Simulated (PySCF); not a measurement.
Species: C₃H₈GeSi.
Geometry (PBE0-D3(BJ)/def2-SVP, Å), atoms numbered from 1 in this order:
```xyz
13
C3H8GeSi angstrom
C      2.8607   -0.0858    0.8852
C      1.9169    0.4804    0.3673
Ge     0.4171    1.3243   -0.4495
C     -0.8739   -0.0519   -0.9562
Si    -1.5193   -1.0967    0.4704
H      3.6979   -0.5778    1.3489
H     -0.1939    2.3022    0.5690
H      0.9116    2.0972   -1.6847
H     -1.7188    0.4442   -1.4618
H     -0.3882   -0.7078   -1.6975
H     -2.2076   -0.2256    1.4731
H     -2.5014   -2.1114   -0.0238
H     -0.3962   -1.8096    1.1486
```

Jobs on this species (13 atoms, 72 electrons) with PySCF (density fitting). Hardware of each: one thread of an Arm Neoverse V2 (shared host). The host was shared with other jobs, so the times are rough. Peak memory is the resident size of the whole Python process, interpreter and libraries included.

| level and settings | work | basis functions | SCF cycles | wall time | peak memory |
| --- | --- | --- | --- | --- | --- |
| delta-SCF UKS HF, pcX-2 on the ionised atom, pcseg-1 elsewhere, spin-free X2C | ΔSCF core ionisation, 5 holes | 169 | ? | ? | ? |
| delta-SCF UKS SCAN, def2-TZVP on the ionised atom, pcseg-1 elsewhere, spin-free X2C | ΔSCF core ionisation, 5 holes | 146 | ? | ? | ? |
| delta-SCF UKS SCAN, pcX-2 on the ionised atom, pcseg-1 elsewhere, non-relativistic | ΔSCF core ionisation, 5 holes | 169 | 83 | 36 s | 0.70 GiB |
| delta-SCF UKS SCAN, pcX-2 on the ionised atom, pcseg-1 elsewhere, spin-free X2C | ΔSCF core ionisation, 5 holes | 169 | 84 | 37 s | 0.62 GiB |
| delta-SCF UKS B3LYP, pcX-2 on the ionised atom, pcseg-1 elsewhere, spin-free X2C | ΔSCF core ionisation, 5 holes | 169 | 72 | 51 s | 0.73 GiB |
| PBE0-D3(BJ)/def2-SVP, grid level 1 | geometry optimisation from a GFN2-xTB start shaken at random | 132 | 50 | 55 s | 0.52 GiB |
| delta-SCF UKS SCAN, pcX-1 on the ionised atom, pcseg-1 elsewhere, spin-free X2C | ΔSCF core ionisation, 5 holes | 149 | 82 | 30 s | 0.54 GiB |
| delta-SCF UKS PBE0, pcX-2 on the ionised atom, pcseg-1 elsewhere, spin-free X2C | ΔSCF core ionisation, 5 holes | 169 | 72 | 51 s | 0.76 GiB |
| delta-SCF UKS PBE, pcX-2 on the ionised atom, pcseg-1 elsewhere, spin-free X2C | ΔSCF core ionisation, 5 holes | 169 | 82 | 23 s | 0.62 GiB |

Problem. Fill in the missing figures.

Solution. 
- delta-SCF UKS HF, pcX-2 on the ionised atom, pcseg-1 elsewhere, spin-free X2C; ΔSCF core ionisation, 5 holes: 35 s, 0.64 GiB, 73 SCF cycles
- delta-SCF UKS SCAN, def2-TZVP on the ionised atom, pcseg-1 elsewhere, spin-free X2C; ΔSCF core ionisation, 5 holes: 35 s, 0.54 GiB, 82 SCF cycles

Problem. What do all jobs in the table cost together?

Solution. About 5.9 min; the longest takes about 16 % of that, and about 2.4 times as long as the shortest.
